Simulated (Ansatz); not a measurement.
H₅OSbSi, SMILES `[SiH3][O][SbH2]`, 8 atoms. Charge 0, multiplicity 1. Correlated methods include outer-core shells of Sb, which these sets cover unevenly. Sb: def2 effective core potential. All runs use 2 threads of an Arm Neoverse V2 on a shared host. Correlated methods freeze the cores.

Q: Give the basis size and wall time and peak host memory of each of these runs in Ansatz. RKS ωB97X-V/def2-TZVPP energy; RKS PBE0-D4/def2-SVP energy; RKS PBE0-D4/def2-TZVP frequencies; RKS HSE06 (plane-wave form)-D4/def2-TZVPP energy; RHF-CCSD(T)/def2-TZVPP energy; RKS BHLYP-D4/def2-TZVPP energy; RKS PBE0-D4/def2-QZVPP energy; RKS ωB97M-V/def2-SVP energy; direct RPA on PBE orbitals/def2-TZVPP energy; RHF-CCSD(T)/def2-SVP energy; RHF-MP2/def2-QZVPP energy; RKS PBE0-D4/def2-TZVP relaxation (31 steps). (An estimate is asked.)

A: The calculation gave: Other jobs shared the machine, so times are rough.

| level | job | functions | wall time | peak host memory (GiB) |
| --- | --- | --- | --- | --- |
| RKS PBE0-D4/def2-SVP | energy | 83 | 1.1 s | 0.37 |
| RKS BHLYP-D4/def2-TZVPP | energy | 193 | 2.5 s | 0.4 |
| RKS HSE06 (plane-wave form)-D4/def2-TZVPP | energy | 193 | 2.8 s | 0.41 |
| RHF-CCSD(T)/def2-SVP | energy | 83 | 2.9 s | 0.37 |
| direct RPA on PBE orbitals/def2-TZVPP | energy | 193 | 4.5 s | 0.38 |
| RKS ωB97M-V/def2-SVP | energy | 83 | 6 s | 0.37 |
| RKS PBE0-D4/def2-QZVPP | energy | 359 | 6.5 s | 0.97 |
| RKS ωB97X-V/def2-TZVPP | energy | 193 | 8 s | 0.49 |
| RHF-MP2/def2-QZVPP | energy | 359 | 13 s | 1.4 |
| RHF-CCSD(T)/def2-TZVPP | energy | 193 | 73 s | 2.3 |
| RKS PBE0-D4/def2-TZVP | relaxation (31 steps) | 148 | 77 s | 0.32 |
| RKS PBE0-D4/def2-TZVP | frequencies | 148 | 90 s | 0.37 |
